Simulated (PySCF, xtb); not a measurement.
methylcyclobutane (C5H10), SMILES C1CC(C)C1.

Harmonic wavenumbers (cm⁻¹) from GFN2-xTB run with xtb 6.7.1 at its own minimum, in rising order: 82, 209, 326, 409, 665, 799, 813, 910, 948, 957, 997, 1039, 1044, 1141, 1151, 1175, 1191, 1215, 1245, 1255, 1255, 1269, 1338, 1410, 1476, 1477, 1495, 1501, 1503, 2958, 2992, 3001, 3010, 3014, 3016, 3019, 3025, 3027, 3031.

**Question.** What does PBE-D3(BJ)/def2-SVP in PySCF give at its own minimum? (The exact figures need the calculation; the answer reports its results.)

**Answer.** 149, 229, 308, 404, 587, 738, 757, 868, 879, 903, 929, 947, 967, 1095, 1105, 1142, 1164, 1204, 1204, 1212, 1229, 1246, 1318, 1348, 1398, 1404, 1416, 1417, 1436, 2957, 2970, 2977, 2982, 2993, 3037, 3042, 3045, 3047, 3057. Paired by order, the mean absolute difference is 43 cm⁻¹ and the zero-point energies are 86.3 and 84.5 kcal/mol.
